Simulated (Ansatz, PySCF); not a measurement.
C3H5ClOSi, SMILES C#CC[Si@@H](O)Cl. Atoms are numbered in the order given.

```xyz
11

C     -2.7901     1.2694     0.5749
C     -2.0049     0.7499    -0.1878
C     -1.0250     0.0987    -1.0424
Si     0.3232    -0.7593    -0.0319
O      1.3428    -1.6264    -1.0104
Cl     1.3799     0.7212     0.9762
H     -3.4908     1.7367     1.2402
H     -0.5480     0.8263    -1.7231
H     -1.5018    -0.6696    -1.6779
H     -0.2490    -1.7153     0.9361
H      1.9649    -1.1454    -1.5691
```

Geometry optimised at B3LYP-D3(BJ)/def2-SVP. The structure was generated by enumeration; whether it is a known compound was not checked. One conformer was computed; it need not be the lowest.

Two levels are set side by side: PBE-D3(BJ)/def2-SVP (Ansatz, a first-principles code) and B3LYP-D3(BJ)/def2-SVP (Ansatz). Each level has its own optimised geometry; the coordinates shown are those of the second. Frequencies come from the Hessian of PySCF at each geometry. Differences are taken from unrounded values.

```tsv
quantity	B3LYP-D3(BJ)
mean bond length (Å)	1.402
bond C1–C2 (Å)	1.212
bond C2–C3 (Å)	1.454
bond C3–Si4 (Å)	1.891
bond Si4–O5 (Å)	1.658
bond Si4–Cl6 (Å)	2.080
bond C1–H7 (Å)	1.073
bond C3–H8 (Å)	1.105
bond C3–H9 (Å)	1.105
bond Si4–H10 (Å)	1.476
bond O5–H11 (Å)	0.965
highest harmonic wavenumber (cm⁻¹)	3875
mean harmonic wavenumber (cm⁻¹)	1158
zero-point energy (kcal/mol)	44.70
```

**Question.** What does PBE-D3(BJ) give, and how far is it from B3LYP-D3(BJ)? (Estimate from the structure and the level; the computed values follow.)

**Answer.** 
| quantity | PBE-D3(BJ) | PBE-D3(BJ) minus B3LYP-D3(BJ) |
|---|---|---|
| mean bond length (Å) | 1.410 | 0.008 |
| bond C1–C2 (Å) | 1.223 | 0.012 |
| bond C2–C3 (Å) | 1.453 | -0.002 |
| bond C3–Si4 (Å) | 1.901 | 0.010 |
| bond Si4–O5 (Å) | 1.671 | 0.013 |
| bond Si4–Cl6 (Å) | 2.084 | 0.004 |
| bond C1–H7 (Å) | 1.080 | 0.007 |
| bond C3–H8 (Å) | 1.113 | 0.008 |
| bond C3–H9 (Å) | 1.113 | 0.008 |
| bond Si4–H10 (Å) | 1.490 | 0.014 |
| bond O5–H11 (Å) | 0.973 | 0.009 |
| highest harmonic wavenumber (cm⁻¹) | 3764 | -110 |
| mean harmonic wavenumber (cm⁻¹) | 1125 | -34 |
| zero-point energy (kcal/mol) | 43.41 | -1.29 |

Exact exchange shortens and stiffens bonds; PBE has none. Differences between two approximate levels are no errors against the true value.
